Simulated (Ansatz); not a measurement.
```xyz
3

C     0.0000    0.0000   -0.0974
H     0.0000    0.9236    0.2923
H     0.0000   -0.9236    0.2923
```

Basis set: cc-pVDZ (spherical functions). Left uncorrelated: 1 orbital. Charge 0, multiplicity 3.

Computed with Ansatz (development build ahead of 0.2.0); each method stands on the lowest determinant of its kind that the runs found.

The atomization energy at this shape (free ground-state atoms in the same class of orbitals less the molecule, no zero-point energy) of triplet CH2:

| method | atomization energy |
| --- | --- |
| UHF-MP2 | 7.36 eV |

**Question.** What does UHF give?

**Answer.** 6.30 eV. Caution: the shape is not the minimum.
